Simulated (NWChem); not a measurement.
# CH₃CdCl; SMILES [CH3][Cd][Cl]

```xyz
6

Cd    -0.3479    -0.1410     0.0002
Cl     0.2007     2.1045    -0.0001
C     -0.8473    -2.1858     0.0005
H     -0.3049    -2.6992    -0.8161
H     -1.9371    -2.3008    -0.1529
H     -0.5629    -2.6359     0.9705
```
Atoms are numbered in this order, from 1.

Results from NWChem. Geometry: optimised at PBE-D3(BJ)/def2-SVP. def2 effective core potentials on Cd; no spin-orbit coupling. Static field.

Problem. Order these by “isotropic polarisability (bohr³)”, lowest first: B3LYP/def2-SVPD; PBE/def2-SVPD; Hartree-Fock/def2-SVPD.

Solution. Hartree-Fock/def2-SVPD (54.0), B3LYP/def2-SVPD (60.8), PBE/def2-SVPD (62.6)
